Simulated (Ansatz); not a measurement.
`[OH][Al]([F])[SH]` + SiH₄ → `[F][Al]([SiH3])[SH]` + H₂O  (formal exchange of groups at the Al–O bond)

Isolated molecules relaxed with PBE0-D4/def2-TZVP in Ansatz; ΔE leaves out vibrations. CCSD(T)/CBS adds triple-zeta CCSD(T) − MP2 to the extrapolated MP2 energy (def2 sets, frozen cores). This one scheme is used for every species. DFT in def2-TZVPP. One conformer a species, not always the lowest.

`[OH][Al]([F])[SH]`:

```xyz
6

O     0.021    1.774    0.185
Al    0.212    0.169   -0.271
F     1.138   -0.155   -1.586
S    -0.705   -1.481    0.793
H    -0.495    2.075    0.930
H    -0.171   -2.383   -0.050
```

SiH₄:

Z-matrix (Å, degrees):
```
Si
H 1 1.485
H 1 1.485 2 109.5
H 1 1.485 2 109.5 3 -120.0
H 1 1.485 2 109.5 3 120.0
```

`[F][Al]([SiH3])[SH]`:

```xyz
8

F     1.234   -1.993   -0.097
Al    0.710   -0.467    0.258
Si   -1.350    0.384   -0.728
S     1.945    0.693    1.624
H    -2.508   -0.463   -0.328
H    -1.607    1.778   -0.277
H    -1.260    0.375   -2.214
H     2.836   -0.307    1.761
```

H₂O:

```xyz
3

O     0.271   -0.048    0.275
H    -0.163   -0.730   -0.243
H    -0.109    0.778   -0.032
```

```
             level  ΔE (eV)
         revPBE-D4     1.09
              BLYP     1.29
       HF/def2-SVP     1.44
     CCSD/def2-SVP     1.34
SCS-MP2/def2-TZVPP     1.42
CCSD(T)/def2-TZVPP     1.30
SCS-MP2/def2-QZVPP     1.40
      HF/CBS(def2)     1.50
```

Problem. What does CCSD(T)/CBS give? (An estimate is asked.)

Solution. Ansatz gave: +1.27 eV. The listed levels differ from it by -0.18, 0.02, 0.17, 0.07, 0.15, 0.03, 0.13, 0.23 eV.

Largest T1 diagnostic among the species: 0.013.

At CCSD(T), def2-SVP lies +0.05 eV from the extrapolated value and def2-TZVPP +0.03 eV. From BLYP to BHLYP (50 % exact exchange), in def2-TZVPP and without D4, ΔE moves by +0.11 eV.
